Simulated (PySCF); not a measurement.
AlClH2Se, SMILES [Cl][AlH][SeH].

Geometry optimised at PBE0-D3(BJ)/def2-TZVP. The values are those of a single conformer.

Method: PBE/def2-TZVPD in PySCF.

The molecule is in vacuum.

| Property | Value |
|---|---|
| total energy | -3104.82636 hartree |
| point group | Cs |
| highest occupied level | -6.55 eV |
| lowest empty level | -2.11 eV |
| orbital gap | 4.45 eV |
| dipole moment | 0.56 D |
| quadrupole, principal values (traceless, Buckingham form, about the centre of nuclear charge) | -5.50, 2.65, 2.85 D·Å |
| mean static polarisability | 73.6 bohr³ (10.91 Å³) |
| polarisability, principal values | 59.5, 70.3, 91.0 bohr³ |
